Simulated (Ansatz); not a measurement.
A nudged elastic band was laid between two geometries of CH5AlB2 (9 atoms, charge 0, multiplicity 1).

All numbers below come from Ansatz, RKS PBE/def2-SVP.

```yaml
movable_images: 7
climbing_image: yes
spring: 5.0 eV/Å²
optimiser: quadratic models (default)
start_path: through a guess of the saddle point
force_threshold: 0.05 eV/Å
iteration_limit: 60
end_points: relaxed
```

Image 0:

```xyz
9
Properties=species:S:1:pos:R:3
B -0.146 1.704 -1.202
B -0.541 0.204 -0.675
C -0.749 -1.054 -0.108
Al 0.599 -1.137 1.310
H -0.745 2.218 -2.129
H 0.752 2.342 -0.686
H -1.423 -1.907 -0.266
H 1.585 0.096 1.555
H 0.669 -2.466 2.199
```

Image 8:

```xyz
9
Properties=species:S:1:pos:R:3
B -0.145 1.700 -1.206
B -0.542 0.201 -0.678
C -0.748 -1.056 -0.107
Al 0.598 -1.135 1.313
H -0.752 2.225 -2.122
H 0.766 2.324 -0.695
H -1.430 -1.902 -0.263
H 0.656 -2.450 2.222
H 1.597 0.093 1.536
```

(1) Which bonds break or form, and what moves?

(2) Give the energies along the band, and the barrier.

(3) What is the geometry of the highest image?

(4) What are the harmonic wavenumbers there?

## Answers

(1) No bond is made or broken. The dihedral H7–C3–Al4–H9 goes from 0 to 180°. The two ends are copies of one structure, up to a mirror image or an exchange of like atoms.

(2) It converged. The highest image is number 4 of 0 to 8, 0.229 eV above the ends, which have the same energy within 2 meV. A vibrational analysis at the climbing image gives one clearly imaginary mode, 228i cm⁻¹: a first-order saddle point.

| image | path coordinate (Å) | energy (eV) | dihedral H7–C3–Al4–H9 (°) |
| --- | --- | --- | --- |
| 0 | 0.00 | 0.000 | 0 |
| 1 | 0.73 | 0.025 | 14 |
| 2 | 1.47 | 0.093 | 31 |
| 3 | 2.20 | 0.181 | 57 |
| 4 | 2.94 | 0.229 | 89 |
| 5 | 3.67 | 0.182 | 122 |
| 6 | 4.41 | 0.093 | 148 |
| 7 | 5.14 | 0.026 | 167 |
| 8 | 5.88 | 0.000 | 180 |

(3) 
```xyz
9
Properties=species:S:1:pos:R:3:forces:R:3
B -0.198 1.778 -1.323 0.01 0.00 0.00
B -0.494 0.306 -0.704 0.00 0.00 0.01
C -0.623 -0.931 -0.059 0.00 0.00 0.00
Al 0.610 -1.272 1.427 0.00 0.00 0.00
H -0.837 2.236 -2.252 0.00 0.00 0.00
H 0.691 2.475 -0.862 0.00 0.00 0.00
H -1.352 -1.725 -0.301 0.00 0.00 0.00
H 0.193 -0.870 2.918 0.00 0.00 0.00
H 2.011 -1.997 1.156 0.00 0.00 0.00
```

(4) 228i, 57, 200, 286, 289, 499, 524, 575, 580, 675, 735, 770, 841, 870, 1094, 1573, 1873, 1881, 2509, 2590, 3115 cm⁻¹.

The run took 3.5 min on 1 thread of Arm Neoverse V2, with other jobs on the host, peak memory 0.11 GiB.
